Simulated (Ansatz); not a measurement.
Z-matrix (Å, degrees):
```
C
H 1 1.0875
C 1 1.3900 2 122.03
H 3 1.0882 1 129.22 2 2.26
C 1 1.4116 2 124.14 3 178.97
H 5 1.0875 1 124.14 2 0.00
C 5 1.3900 6 122.03 1 178.97
H 7 1.0882 5 129.22 6 -2.26
S 3 1.7967 4 119.95 1 175.11
H 9 1.3721 3 100.67 4 73.26
```
Charge +2, spin multiplicity 2.

These are frozen-core CCSD(T)/cc-pVTZ // B3LYP-D3(BJ)/def2-TZVP (Ansatz, a quantum-chemistry and plane-wave program) values and carry that method's errors.

* **HF energy**: -551.18232 Ha
* **MP2 correlation energy**: -0.72179 Ha

Task: Estimate the CCSD correlation energy, the (T) correction, the total energy and the T1 diagnostic.

Result: 
```
Property                        Result
-----------------------  -------------
CCSD correlation energy    -0.77672 Ha
(T) correction             -0.04016 Ha
CCSD(T) total energy     -551.99920 Ha
T1 diagnostic                    0.031
```
